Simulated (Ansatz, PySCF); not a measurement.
(Z)-1-bromo-2-chloroethene (C2H2BrCl), SMILES Cl/C=C\Br. Atoms are numbered in the order given.

```xyz
6

Cl     0.5566     2.1066     0.0000
C     -0.9771     1.3145     0.0000
C     -1.1640    -0.0071     0.0000
Br     0.2111    -1.2921     0.0000
H     -1.8339     1.9926     0.0000
H     -2.1717    -0.4256     0.0000
```

Coordinates come from a B3LYP-D3(BJ)/def2-SVP optimisation.

Vertical ionisation energy (IE) and electron affinity (EA) in eV. Rows of orbital energies are one-electron estimates. Where ΔSCF, EOM or ADC give a negative EA the extra electron is unbound and the value depends on the basis.

```tsv
level	IE	EA
−ε(HOMO), −ε(LUMO), M06-2X/def2-TZVPD (PySCF)	8.52	-0.18
−ε(HOMO), −ε(LUMO), PBE/def2-TZVPD (PySCF)	6.24	1.66
ΔSCF, PBE0/def2-SVPD (Ansatz), final states of multiplicity 2 and 2	9.54	-1.05
ΔSCF, PBE/def2-SVPD (Ansatz), final states of multiplicity 2 and 2	9.30	-0.86
```

### Question
What vertical singlet–triplet gap does ΔSCF give with PBE0/def2-SVPD (Ansatz, a first-principles code) and with PBE/def2-SVPD (Ansatz)? (The exact figures need the calculation; the answer reports its results.)

### Answer
3.86 and 3.92 eV (triplet above singlet where positive).
